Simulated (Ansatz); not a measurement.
`[F][Ag]` → Ag• + F•  (atomization)

Isolated molecules relaxed with PBE0-D4/def2-TZVP in Ansatz; ΔE leaves out vibrations. CBS: MP2 limit from def2 TZ/QZ plus the TZ coupled-cluster correction, frozen cores. This one scheme is used for every species, atoms too. Functionals use def2-TZVPP. B3LYP here is the variant with VWN-RPA as its local correlation; programs differ in this. No spin–orbit coupling; open shells (•) take unrestricted orbitals. Spin–orbit coupling would lower the free atoms: a little for F. Elements past krypton have def2 core potentials. For Ag outer-core shells are correlated without core-valence functions, so the limit isn't a true one: a few kJ/mol of doubt a bond, and 10 to 20 or more in all where bonds break to atoms.

```
             level  ΔE (eV)
             B3LYP     3.26
       HF/def2-SVP     1.56
     CCSD/def2-SVP     2.92
SCS-MP2/def2-QZVPP     3.55
```

Task: What does CCSD(T)/CBS give? (Estimate.)

Result: The calculation gave: +3.50 eV. The listed levels differ from it by -0.24, -1.94, -0.58, 0.05 eV.

Largest T1 diagnostic among the species: 0.023, so the coupled-cluster value is less sure than usual.

In def2-TZVPP, CCSD(T) changes the Hartree–Fock value by +1.55 eV (the triples alone add +0.13 eV) and MP2 by +1.78 eV; breaking electron pairs costs correlation energy, which Hartree–Fock lacks. At CCSD(T), def2-SVP lies −0.51 eV from the extrapolated value and def2-TZVPP −0.27 eV: correlation converges slowly with the basis, and small sets miss more of it in the bonded molecule than in its fragments.

For atomizations the MP2-based limit and the directly extrapolated one differ by several kJ/mol either way, and by 10 to 25 for some Ge, Se and Sn compounds, so smaller differences from it don't rank the levels.
